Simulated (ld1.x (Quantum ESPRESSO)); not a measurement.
**Scattering properties, ultrasoft potential for Zn (Z = 30)**

```json
{
 "Element": "zinc",
 "Generator": "ld1.x (Quantum ESPRESSO) 7.5",
 "Type": "ultrasoft",
 "Functional": "PBE",
 "Relativity": "non-relativistic",
 "Frozen core": "[Ne] 3s2",
 "Valence charge": "18",
 "Reference configuration": "3p6 3d10 4s2 4p0",
 "Partial waves": "4s (bound): rcut 1.40, rcutus 1.95 bohr; 4s channel at 0.25 Ry: rcut 1.40, rcutus 1.95 bohr; 3p (bound): rcut 1.00, rcutus 1.10 bohr; 4p (bound, empty): rcut 1.00, rcutus 1.10 bohr; 3d (bound): rcut 0.80, rcutus 0.95 bohr; 3d channel at -0.45 Ry: rcut 0.80, rcutus 0.95 bohr",
 "Local potential": "all-electron potential smoothed inside 1.45 bohr (lloc = -1)",
 "Core correction": "a·sin(br)/r model core, default radius (core density twice the valence density)",
 "Augmentation charge": "PSQ, radius 0.85 bohr"
}
```

The phase is arctan(r·u′/u) with u = r·R(r), unwrapped; energies in Ry, scanned from -8 to 5 Ry. A pole is an energy at which the radial function vanishes at the test radius. The pseudo phase is shifted by a multiple of π to meet the all-electron one at the reference energy, and phase errors are pseudo minus all-electron; the curves can meet again beyond the range given. Levels narrower than the energy grid can be missing from the lists of poles.

Task: For each channel, where are the poles, and over which energies does the pseudopotential scatter like the atom?

Result:

```json
{"channel": "s", "radius (bohr)": "2.15", "reference energy (Ry)": "-0.43", "poles, all-electron": "2.62", "poles, pseudo": "2.57, 3.34", "unbroken range about the reference energy with phases within 0.05 rad": "below 3.1", "phase error 1 Ry above the reference energy (rad)": "-0.000"}
{"channel": "p", "radius (bohr)": "2.15", "reference energy (Ry)": "-0.09", "poles, all-electron": "-6.03, 3.90", "poles, pseudo": "-6.03, 3.90", "unbroken range about the reference energy with phases within 0.05 rad": "the whole range", "phase error 1 Ry above the reference energy (rad)": "-0.000"}
{"channel": "d", "radius (bohr)": "2.15", "reference energy (Ry)": "-0.78", "poles, all-electron": "-0.61", "poles, pseudo": "-0.61", "unbroken range about the reference energy with phases within 0.05 rad": "the whole range", "phase error 1 Ry above the reference energy (rad)": "+0.000"}
```

Phases in the s channel:

```csv
E (Ry),all-electron,pseudo
-8.00,1.396,1.394
-7.52,1.389,1.387
-7.04,1.381,1.380
-6.56,1.373,1.372
-6.08,1.363,1.362
-5.60,1.352,1.351
-5.12,1.339,1.338
-4.64,1.323,1.323
-4.16,1.304,1.304
-3.68,1.281,1.280
-3.20,1.250,1.250
-2.72,1.208,1.208
-2.24,1.148,1.148
-1.76,1.053,1.053
-1.28,0.882,0.882
-0.80,0.524,0.524
-0.32,-0.204,-0.204
0.16,-0.884,-0.884
0.64,-1.207,-1.207
1.12,-1.365,-1.365
1.60,-1.457,-1.458
2.08,-1.520,-1.521
2.56,-1.566,-1.570
3.04,-1.604,-1.625
3.52,-1.638,-4.756
4.00,-1.671,-4.799
4.48,-1.704,-4.833
4.96,-1.742,-4.868
```
